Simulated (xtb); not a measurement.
HN (SMILES [NH]), triplet, at a GFN2-xTB geometry; GFN1-xTB (xtb).

Here is a job for xtb.
```
$ xtb mol.xyz --gfn 1 --uhf 2 --acc 30 --json

# file mol.xyz
2

N     -0.00000000    -0.00000000    -0.12795737
H      0.00000000     0.00000000     0.89570158
```

The log (banner, timings and long lists left out):

```
   ID    Z sym.   atoms
    1    7 N      1
    2    1 H      2

           -------------------------------------------------
          |                Calculation Setup                |
           -------------------------------------------------

           -------------------------------------------------
          |                 G F N 1 - x T B                 |
           -------------------------------------------------

          ...................................................
          :                      SETUP                      :
          :.................................................:
          :  # basis functions                   6          :
          :  # atomic orbitals                   6          :
          :  # shells                            4          :
          :  # electrons                         6          :
          :  # halogen bonds                     0          :
          :  max. iterations                   250          :
          :  Hamiltonian                  GFN1-xTB          :
          :  restarted?                      false          :
          :  GBSA solvation                  false          :
          :  PC potential                    false          :
          :  electronic temp.          300.0000000     K    :
          :  accuracy                   30.0000000          :
          :  -> integral cutoff          0.2000000E+02      :
          :  -> integral neglect         0.3000000E-06      :
          :  -> SCF convergence          0.3000000E-04 Eh   :
          :  -> wf. convergence          0.6000000E-03 e    :
          :  Broyden damping             0.4000000          :
          :  net charge                          0          :
          :  unpaired electrons                  2          :
          ...................................................

 iter      E             dE          RMSdq      gap      omega  full diag
   1     -3.5521861 -0.355219E+01  0.320E+00    7.84       0.0  T
   2     -3.5534757 -0.128958E-02  0.184E+00    8.37       1.0  T
   3     -3.5537142 -0.238544E-03  0.326E-01    8.84       1.0  T
   4     -3.5537375 -0.232509E-04  0.451E-03    8.74      15.7  T
   5     -3.5537375 -0.112969E-07  0.288E-05    8.73    2454.5  T

   *** convergence criteria satisfied after 5 iterations ***

 transition dipole moment (au) for excitation:           3           4
     X       Y       Z
   0.0000   0.0000   0.0000  total (au/Debye):    0.000   0.000
[...]
         :: total energy              -3.537279032927 Eh    ::
[...]
         :: dispersion energy         -0.000075252915 Eh    ::
         :: halogen bond corr.         0.000000000000 Eh    ::
         :: add. restraining           0.000000000000 Eh    ::
         :: total charge              -0.000000000000 e     ::
         :::::::::::::::::::::::::::::::::::::::::::::::::::::

           -------------------------------------------------
          |                Property Printout                |
           -------------------------------------------------

    * Orbital Energies and Occupations

         #    Occupation            Energy/Eh            Energy/eV
      -------------------------------------------------------------
         1        2.0000           -0.7444241             -20.2568
         2        2.0000           -0.5230103             -14.2318
         3        1.0000           -0.4404795             -11.9861
         4        1.0000           -0.4404795             -11.9861 (HOMO)
         5                         -0.1195264              -3.2525 (LUMO)
         6                          0.3172340               8.6324
      -------------------------------------------------------------
                  HL-Gap            0.3209531 Eh            8.7336 eV
             Fermi-level           -0.3808739 Eh          -10.3641 eV

  Mulliken/CM5 charges         n(s)   n(p)   n(d)
     1N    -0.21797 -0.39543   1.785  3.433  0.000
     2H     0.21797  0.39543   0.782  0.000  0.000

Wiberg/Mayer (AO) data.
largest (>0.10) Wiberg bond orders for each atom

 ---------------------------------------------------------------------------
     #   Z sym  total        # sym  WBO       # sym  WBO       # sym  WBO
 ---------------------------------------------------------------------------
     1   7 N    0.973 --     2 H    0.973
     2   1 H    0.973 --     1 N    0.973
 ---------------------------------------------------------------------------

Topologies differ in total number of bonds
Writing topology from bond orders to xtbtopo.mol

 dipole moment from electron density (au)
     X       Y       Z
   0.0000   0.0000   0.8817  total (Debye):    2.241

           -------------------------------------------------
          | TOTAL ENERGY               -3.537279032927 Eh   |
          | GRADIENT NORM               0.010001795841 Eh/α |
          | HOMO-LUMO GAP               8.733578077394 eV   |
           -------------------------------------------------

normal termination of xtb
```
